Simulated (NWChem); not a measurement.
C2H4FNOSi; SMILES O[Si@@H]1C=N[C@@H]1F

```xyz
10

O      0.7501    -1.8779    -0.4673
Si    -0.2117    -0.8626     0.4207
C     -1.5065     0.2182    -0.4352
N     -0.9064     1.3430    -0.2474
C      0.3013     0.9915     0.5149
F      1.4287     1.3276    -0.1879
H      1.2113    -1.4933    -1.2201
H     -0.5903    -1.6586     1.6216
H     -2.4752     0.1840    -0.9553
H      0.3176     1.5416     1.4722
```
Atoms are numbered in this order, from 1.

Computed with NWChem. Coordinates come from a PBE0/def2-SVP optimisation. GIAO values for the isolated, static molecule; σ is the absolute isotropic shielding, δ = σ(reference) − σ with the isolated reference molecule computed at the same levels (13C: tetramethylsilane, 1H: tetramethylsilane, 15N: ammonia, 17O: water, 29Si: tetramethylsilane).

### Question
Predict the results for BHandHLYP/pcSseg-1. Quantities: δ O1 (ppm); δ Si2 (ppm); δ C3 (ppm); δ N4 (ppm); δ C5 (ppm); δ H7 (ppm); δ H8 (ppm).

### Answer
| Quantity | Result |
|---|---|
| δ O1 (ppm) | 42.5 |
| δ Si2 (ppm) | 0.7 |
| δ C3 (ppm) | 212.3 |
| δ N4 (ppm) | 538.2 |
| δ C5 (ppm) | 113.8 |
| δ H7 (ppm) | 2.43 |
| δ H8 (ppm) | 5.35 |
